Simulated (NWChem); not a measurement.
System: CH4ClFOSi; SMILES OC[Si@@H](F)Cl

```xyz
9

O      0.8005     2.2753     0.1133
C     -0.2423     1.5255    -0.5221
Si    -0.4576    -0.1427     0.3396
F     -1.8209    -0.8482    -0.1561
Cl     1.1181    -1.3993    -0.1049
H      0.4669     2.5941     0.9662
H      0.0729     1.3773    -1.5601
H     -1.1920     2.0834    -0.5582
H     -0.5114     0.0107     1.8119
```
Atoms are numbered in this order, from 1.

Program: NWChem. Pople sets run with spherical d functions. Coordinates come from a B3LYP/6-31G* (spherical d) optimisation. Vertical excitations in the gas phase.

Estimate the computed values for B3LYP/6-31+G*, TDA. Quantities: lowest excitation, singlet (eV); oscillator strength of that lowest state; lowest state with f > 0.02, singlet (eV); oscillator strength of that bright state; orbital gap (eV).


```yaml
lowest excitation, singlet (eV): 6.00
oscillator_strength_of_that_lowest_state: 0.004
lowest state with f > 0.02, singlet (eV): 6.92
oscillator_strength_of_that_bright_state: 0.041
orbital gap (eV): 7.14
```
